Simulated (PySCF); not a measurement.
## Computed properties of GaClBr₂, SMILES [Cl][Ga]([Br])[Br]

GaClBr2, SMILES [Cl][Ga]([Br])[Br]. Geometry optimised at PBE0-D3(BJ)/def2-SVP. The structure was generated by enumeration; whether it is a known compound was not checked. Other conformers were not sampled. All values are computed for the isolated molecule unless a solvent is named; none is compared with measurement here.

**Structure.** The optimised structure has C2v symmetry. All 6 harmonic modes at PBE0-D3(BJ)/def2-SVP (PySCF) are real, so it is a minimum. With heavy atoms numbered as in [Ga:1]([Cl:2])([Br:3])[Br:4], the shortest bond between them is Ga1–Cl2 at 2.127 Å and the longest Ga1–Br4 at 2.261 Å.

**Vibrations.** The strongest infrared lines (harmonic, unscaled, degenerate partners summed) lie at 451 cm⁻¹ (71 km/mol, Cl 58 %, Ga 40 %), 361 cm⁻¹ (70 km/mol, Ga 64 %, Br 36 %), 120 cm⁻¹ (8 km/mol, Ga 70 %, Cl 16 %, Br 13 %). The softest mode is at 86 cm⁻¹ and the zero-point energy is 2.0 kcal/mol.

**Electronic structure.** B3LYP/def2-TZVP (PySCF) places the frontier levels at -8.56 and -2.49 eV, a gap of 6.07 eV, and gives a dipole moment of 0.34 D and a mean polarisability of 78.3 bohr³. PBE/def2-TZVP (PySCF) at the same geometry gives -7.53 and -3.07 eV, so its gap is 1.61 eV narrower. An orbital gap is neither the optical nor the fundamental gap.

**Excitations.** TDA-ωB97X/def2-SVPD (PySCF) has S1 at 5.79 eV (214 nm, f = 0.009, weak); the most intense of the 10 singlets computed lies at 6.96 eV (f = 0.18). T1 (TDA) is at 5.35 eV, 0.44 eV under S1. TDA-PBE/def2-SVPD (PySCF) puts S1 at 4.51 eV. No vertical singlet excitation falls in the visible range (under 3.1 eV).
